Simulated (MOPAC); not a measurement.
Input for MOPAC: AM1 on GeH4 (SMILES [GeH4]).

```
AM1 1SCF PRECISE CHARGE=0 THREADS=1
GeH4

Ge     0.01376515 1    -0.10181531 1     4.25117321 1
H     -0.53024978 1    -1.29615433 1     3.45848395 1
H     -0.57921343 1     1.20604289 1     3.70303049 1
H      1.54466688 1    -0.05659576 1     4.18729732 1
H     -0.42024868 1    -0.24311245 1     5.72379949 1
```

It printed:

```
*******************************************************************************
 **                                                                           **
 **                              MOPAC v23.2.5                                **
 **                                                                           **
 *******************************************************************************
 ** MOPAC's Digital Object Identifier: https://doi.org/10.5281/zenodo.6511958 **
 **                                                                           **
 ** Please cite the open-source release paper for use of this MOPAC version:  **
 ** J. E. Moussa and J. J. P. Stewart (2026)                                  **
 ** MOPAC: An open-source semiempirical molecular orbital program             **
 ** J. Open Source Softw., 11(119), 8025, https://doi.org/10.21105/joss.08025 **
 *******************************************************************************

                              AM1 CALCULATION RESULTS

 *******************************************************************************
 *  AM1        - The AM1 Hamiltonian to be used
 *
 *
 *
 *                 CHARGE ON SYSTEM = 0
 *
 *
 *
 *  PRECISE    - TIGHTER CRITERIA TO BE USED
 *  1SCF       - DO 1 SCF AND THEN STOP
 *  THREADS=1  - MULTI-THREADING NOT USED
 *  T=         - A TIME OF 172800.0 SECONDS REQUESTED
 *  DUMP=N     - RESTART FILE WRITTEN EVERY 7200.0 SECONDS REQUESTED
 *******************************************************************************
AM1 1SCF PRECISE CHARGE=0 THREADS=1
 GeH4

   ATOM   CHEMICAL          X               Y               Z
  NUMBER   SYMBOL      (ANGSTROMS)     (ANGSTROMS)     (ANGSTROMS)

     1      Ge          0.01376515  *  -0.10181531  *   4.25117321  *
     2       H         -0.53024978  *  -1.29615433  *   3.45848395  *
     3       H         -0.57921343  *   1.20604289  *   3.70303049  *
     4       H          1.54466688  *  -0.05659576  *   4.18729732  *
     5       H         -0.42024868  *  -0.24311245  *   5.72379949  *



          CARTESIAN COORDINATES

    NO.       ATOM           X           Y           Z

     1        Ge          0.0138     -0.1018      4.2512
     2         H         -0.5302     -1.2962      3.4585
     3         H         -0.5792      1.2060      3.7030
     4         H          1.5447     -0.0566      4.1873
     5         H         -0.4202     -0.2431      5.7238

  H: (AM1): M.J.S. DEWAR ET AL, J. AM. CHEM. SOC. 107 3902-3909 (1985)
 Ge: (AM1): M.J.S.Dewar and C.Jie, Organometallics, 8, 1544, (1989)

           Empirical Formula: H4 Ge  =     5 atoms



      MOLECULAR POINT GROUP   :   C1


      RHF CALCULATION, NO. OF DOUBLY OCCUPIED LEVELS = 4


 -------------------------------------------------------------------------------
 AM1 1SCF PRECISE CHARGE=0 THREADS=1
 GeH4



     1SCF WAS SPECIFIED, SO BFGS WAS NOT USED
     SCF FIELD WAS ACHIEVED


                              AM1 CALCULATION
                                                       MOPAC v23.2.5 Linux




          FINAL HEAT OF FORMATION =         29.12084 KCAL/MOL =     121.84159 KJ/MOL


          COSMO AREA              =         80.19 SQUARE ANGSTROMS
          COSMO VOLUME            =         65.64 CUBIC ANGSTROMS

          IONIZATION POTENTIAL    =         11.472354 EV
          HOMO LUMO ENERGIES (EV) =        -11.472  0.871
          NO. OF FILLED LEVELS    =          4
          MOLECULAR WEIGHT        =         76.6216         POINT GROUP:  C1

          MOLECULAR DIMENSIONS (Angstroms)

            Atom       Atom       Distance
            H     4    H     2     2.52447
            H     3    H     5     2.49175
            H     2    H     3     1.77407


          SCF CALCULATIONS        =          1





   ATOM   CHEMICAL          X               Y               Z
  NUMBER   SYMBOL      (ANGSTROMS)     (ANGSTROMS)     (ANGSTROMS)

     1      Ge          0.01376515  *  -0.10181531  *   4.25117321  *
     2       H         -0.53024978  *  -1.29615433  *   3.45848395  *
     3       H         -0.57921343  *   1.20604289  *   3.70303049  *
     4       H          1.54466688  *  -0.05659576  *   4.18729732  *
     5       H         -0.42024868  *  -0.24311245  *   5.72379949  *

                             CARTESIAN COORDINATES

   1   Ge        0.013765150    -0.101815310     4.251173210
   2    H       -0.530249780    -1.296154330     3.458483950
   3    H       -0.579213430     1.206042890     3.703030490
   4    H        1.544666880    -0.056595760     4.187297320
   5    H       -0.420248680    -0.243112450     5.723799490


           Empirical Formula: H4 Ge  =     5 atoms



      MOLECULAR POINT GROUP   :   C1


                  EIGENVALUES
 -15.85883 -11.56490 -11.53624 -11.47235   0.87074   0.91745   0.93915   3.02821


              NET ATOMIC CHARGES AND DIPOLE CONTRIBUTIONS

  ATOM NO.   TYPE          CHARGE      No. of ELECS.   s-Pop       p-Pop
    1         Ge          -0.007237        4.0072     0.94942     3.05782
    2          H           0.001457        0.9985     0.99854
    3          H           0.001930        0.9981     0.99807
    4          H           0.001440        0.9986     0.99856
    5          H           0.002410        0.9976     0.99759
 DIPOLE           X         Y         Z       TOTAL
 POINT-CHG.    -0.004     0.002     0.006     0.007
 HYBRID        -0.006     0.002     0.010     0.012
 SUM           -0.009     0.004     0.016     0.019


          ATOMIC ORBITAL ELECTRON POPULATIONS

     Atom    s        px        py        pz
    1 Ge   0.94942   1.01783   1.01872   1.02127
    2  H   0.99854
    3  H   0.99807
    4  H   0.99856
    5  H   0.99759

 **********************
 *                    *
 * JOB ENDED NORMALLY *
 *                    *
 **********************




 == MOPAC DONE ==
```

The run finished.

Cost: roughly 0.020 core-seconds.
